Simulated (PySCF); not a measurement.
# How methods differ on the excitation energy of Ga

Ga [Ar] 3d10 4s2 4p1 (2P) → Ga [Ar] 3d10 4s2 5s1 (2S), as a difference of total energies. Computed with PySCF 2.14 in aug-cc-pVQZ-DK (8s7p5d3f2g, 93 functions), with scalar relativity by spin-free X2C-1e. Correlated levels: valence: [Ar] 3d10 frozen. The calculations carry no spin-orbit coupling.

```
           method  excitation energy (cm⁻¹)
              UHF                     22917
    MP2 (valence)                     23711
SCS-MP2 (valence)                     23730
   CCSD (valence)                     23927
CCSD(T) (valence)                     23992
```

Errors of the correlated levels include the incompleteness of this basis and the frozen core.

For comparison: 24238 cm⁻¹ (measured; NIST levels, between the centres of gravity of the two terms).
